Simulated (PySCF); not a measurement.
The 10-electron isoelectronic series, spin-free X2C

Calculated with PySCF 2.14 from differences of total energies of unrestricted determinants, without spin-orbit coupling. Each ion has its own even-tempered basis scaled to its charge (19s12p6d5f4g for the first); frozen: nothing. Ionisation energies in eV, correlation energies of the ion in mhartree.

```
  ion  configuration      UHF      LDA      PBE     PBE0   r2SCAN  MP2 (all electrons)  E_corr MP2  NIST (with spin-orbit, Breit and QED)
Xe⁴⁴⁺      [Ne] (1S)   7774.7   7771.1   7771.7   7773.0   7776.0               7776.5      -427.1                           7660 ± 4 (t)
Cs⁴⁵⁺      [Ne] (1S)   8113.5   8109.8   8110.4   8111.7   8114.7               8115.3      -427.8                           7989 ± 4 (t)
Ba⁴⁶⁺      [Ne] (1S)   8459.9   8456.0   8456.7   8458.0   8461.1               8461.7      -430.6                           8326 ± 4 (t)
La⁴⁷⁺      [Ne] (1S)   8814.0   8809.9   8810.7   8812.0   8815.2               8815.8      -430.9                           8669 ± 4 (t)
Pr⁴⁹⁺      [Ne] (1S)   9545.3   9540.9   9541.8   9543.2   9546.5               9547.1      -434.7                           9378 ± 4 (t)
Nd⁵⁰⁺      [Ne] (1S)   9922.6   9918.1   9919.0   9920.4   9923.8               9924.4      -437.5                           9742 ± 4 (t)
Pm⁵¹⁺      [Ne] (1S)  10307.8  10303.1  10304.1  10305.5  10309.0              10309.6      -438.1                          10115 ± 4 (t)
Sm⁵²⁺      [Ne] (1S)  10700.8  10695.9  10697.0  10698.4  10702.0              10702.6      -441.2                          10494 ± 4 (t)
Eu⁵³⁺      [Ne] (1S)  11101.7  11096.7  11097.8  11099.3  11102.9              11103.6      -442.3                          10880 ± 5 (t)
```

Task: Interpolate the row of Ce⁴⁸⁺.

Result: configuration [Ne] (1S); UHF 9175.8; LDA 9171.6; PBE 9172.4; PBE0 9173.7; r2SCAN 9177.0; MP2 (all electrons) 9177.6; E_corr MP2 -433.8; NIST (with spin-orbit, Breit and QED) 9020 ± 4 (t).

Each ion has its own basis, which adds noise of up to about 0.1 % along the series.

NIST values marked (s) are semi-empirical, (t) theoretical. Open shells are high-spin determinants of the terms that Hund's rules give.

Spin-orbit coupling of the open shells is absent from the calculated values and included in NIST's; it grows fast with Z.

At high Z the X2C-1e correlation energies are inflated by the missing two-electron picture change in the 1s pairs.
